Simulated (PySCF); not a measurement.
H3Si2, SMILES [Si][SiH3] (connectivity only; charge and spin as stated), charge +1, multiplicity 1.

The structure is a stationary point at PBE0-D3(BJ)/def2-TZVP. The multiplicity is an assumed one; other spin states were not compared. The isomer is the one that the SMILES or the coordinates give; other isomers of the formula were not compared.

Vertical ionisation energy (IE) and electron affinity (EA) in eV. Rows of orbital energies are one-electron estimates. Where ΔSCF, EOM or ADC give a negative EA the extra electron is unbound and the value depends on the basis.

| level | IE | EA |
|---|---|---|
| −ε(HOMO), −ε(LUMO), B3LYP/def2-TZVPD (PySCF) | ___ | ___ |
| −ε(HOMO), −ε(LUMO), r2SCAN/def2-TZVPD (PySCF) | 12.18 | 10.44 |
| ADC(2)/aug-cc-pVDZ (PySCF) | 15.14 | 7.43 |

Question: What belongs in the gaps? (The exact figures need the calculation; the answer reports its results.)

Answer: 
- −ε(HOMO), −ε(LUMO), B3LYP/def2-TZVPD (PySCF), IE: 12.82
- −ε(HOMO), −ε(LUMO), B3LYP/def2-TZVPD (PySCF), EA: 9.87

Question: Beyond the first one, list the lowest photoelectron lines from ADC(2)/aug-cc-pVDZ run with PySCF with their pole strengths (two spins summed). (Estimate from the structure and the level; the computed values follow.)

Answer: 17.81 eV (1.83), 17.81 eV (1.83), 21.15 eV (1.80), 24.23 eV (1.70).
